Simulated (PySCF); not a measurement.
## SMILES C1=C([Se]C)C=CC=C1, C7H8Se: coupling constants with relativity

Geometry:
```tsv
atom	x (Å)	y (Å)	z (Å)
C1	3.008	0.282	-0.264
Se2	1.904	-1.265	-0.621
C3	0.185	-0.566	-0.200
C4	-0.915	-1.400	-0.450
C5	-2.204	-0.968	-0.159
C6	-2.419	0.301	0.380
C7	-1.329	1.131	0.626
C8	-0.031	0.705	0.342
H9	2.706	1.133	-0.890
H10	4.033	-0.013	-0.530
H11	2.981	0.556	0.799
H12	-0.759	-2.394	-0.878
H13	-3.051	-1.630	-0.361
H14	-3.433	0.640	0.605
H15	-1.483	2.127	1.049
H16	0.805	1.374	0.549
```

Calculated values (PySCF 2.14.0): indirect couplings, PBE0/pcJ-1 (dyall-v2z on Se), no solvent, Gaussian nuclear model, structure from PBE0-D3(BJ)/def2-SVP.

Non-relativistic values:
| coupling | atoms | J (Hz) |
| --- | --- | --- |
| 1J(77Se,13C) | Se2 – C1 | -80.6 |
| 1J(77Se,13C) | Se2 – C3 | -118.9 |
| 2J(77Se,13C) | Se2 – C4/C8 | 15.2 |
| 2J(77Se,1H) | Se2 – H9/H10/H11 | 15.4 |
| 3J(77Se,13C) | Se2 – C5/C7 | 2.7 |
| 3J(77Se,1H) | Se2 – H12/H16 | 5.8 |
| 4J(77Se,13C) | Se2 – C6 | 1.9 |
| 4J(77Se,1H) | Se2 – H13/H15 | 1.0 |
| 5J(77Se,1H) | Se2 – H14 | 1.3 |

Question: What do two-component X2C with spin–orbit coupling give?

Answer: 
| coupling | atoms | with spin–orbit (Hz) |
| --- | --- | --- |
| 1J(77Se,13C) | Se2 – C1 | -94.3 |
| 1J(77Se,13C) | Se2 – C3 | -141.1 |
| 2J(77Se,13C) | Se2 – C4/C8 | 15.8 |
| 2J(77Se,1H) | Se2 – H9/H10/H11 | 17.8 |
| 3J(77Se,13C) | Se2 – C5/C7 | 2.2 |
| 3J(77Se,1H) | Se2 – H12/H16 | 5.7 |
| 4J(77Se,13C) | Se2 – C6 | 2.2 |
| 4J(77Se,1H) | Se2 – H13/H15 | 0.9 |
| 5J(77Se,1H) | Se2 – H14 | 1.6 |

The largest listed coupling, 1J(77Se,13C), ends at 1.19 times its non-relativistic value. Equivalent partners are averaged, as under fast rotation. In the static structure 2J(77Se,13C) spreads over 39.6, -8.1 Hz. In the static structure 2J(77Se,1H) spreads over 2.8, 48.1, 2.5 Hz.
